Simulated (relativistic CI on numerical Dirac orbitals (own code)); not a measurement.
# Hyperfine structure of Ti¹³⁺, mass number 49

Method of calculation: Dirac-Coulomb-Breit CI, orbitals from a KLI potential per configuration, model QED, unscaled Slater integrals (own radial code, finite nucleus).

CI space (outside the closed core 1s2): 2s²2p⁵, 2s2p⁶, 2s²2p⁴3s, 2p⁶3s, 2p⁶3p, 2s²2p⁴3p, 2p⁶3d, 2s²2p⁴3d, 2s2p⁵3s, 2s2p⁵3p, 2s2p⁵3d, 2s²2p⁴4s, 2s²2p⁴4p, 2s²2p⁴4d, 2s²2p⁴4f, 2s²2p³3s². Levels of other configurations are missing.

Nuclear spin I = 7/2, μ = -1.1037 μN, Q = 0.247 b (tables of Stone and Pyykkö). The electronic factors are computed for point nuclear moments, without core polarisation or the Bohr-Weisskopf and QED corrections.

```
         Level   E (Ry)  A (MHz)  B (MHz)
 2s²2p⁵ ²P°3/2   0.0000    -4615    -6490
 2s²2p⁵ ²P°1/2   0.4295   -23330         
   2s2p⁶ ²S1/2   7.5833   -78990         
2s²2p⁴3s ⁴P5/2  36.3338    -7498     6160
2s²2p⁴3s ⁴P3/2  36.5190    -1700    -1140
2s²2p⁴3s ⁴P1/2  36.7051    -5429         
2s²2p⁴3s ²P3/2  36.7883    -6075     1570
2s²2p⁴3s ²P1/2  36.9894    -6457
```

Levels with J = 0, under 50 % of one LS term, or S terms without an open s electron are left out. Small factors come from cancelling terms and can be off by tens of per cent or more.

At this charge energies of transitions that change n are usually good to better than 1 %, and those within a shell (Δn = 0) to a few per cent.

(1) Give the hyperfine levels of 2s²2p⁵ ²P°1/2 relative to its centre of gravity.

Results:

(1) With K = F(F + 1) − I(I + 1) − J(J + 1), E = AK/2: F = 3: 52500, F = 4: -40830 MHz.

LS names give the leading component of a level, which can be under half, so a name can repeat, a term be missing and a line seem to break the LS rules.
